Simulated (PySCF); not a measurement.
Molecule: SMILES [H]/N=[CH]\[GeH2][AsH2], CH6AsGeN.

Geometry:
```csv
atom,x (Å),y (Å),z (Å)
N1,-1.714,1.543,-0.108
C2,-1.139,0.557,0.446
Ge3,-0.065,-0.828,-0.457
As4,2.288,-0.678,0.128
H5,-1.582,1.527,-1.127
H6,-1.225,0.480,1.547
H7,-0.559,-2.238,-0.075
H8,-0.227,-0.609,-1.977
H9,2.276,0.842,-0.017
H10,1.954,-0.593,1.616
```

Geometry PBE0-D3(BJ)/def2-SVP throughout; GIAO in PySCF 2.14, gas phase, one conformer, non-relativistic; equivalent atoms averaged; basis pcSseg-2.

For orientation, KT3 gives these shifts δ (against NH3, TMS, GeMe4, AsH3 at the same level): N1 388.2, C2 185.4, Ge3 -171.2, As4 0.0, H5 11.14, H6 9.05, H7/H8 4.19, H9/H10 1.96 ppm.

A run gave: N1 418.7, C2 200.6, Ge3 -176.3, As4 25.0, H5 11.43, H6 9.27, H7/H8 4.36, H9/H10 2.04 ppm (shifts δ (against NH3, TMS, GeMe4, AsH3 at the same level)).

Q: Which functional was used in that run?
A. LDA
B. OPBE
C. BLYP
D. BP86
E. mPW1PW91

A: C. As4 tells them apart best: BLYP gives 25.0, mPW1PW91 gives -13.8, LDA gives 30.6, BP86 gives 12.7, OPBE gives -10.2 ppm.
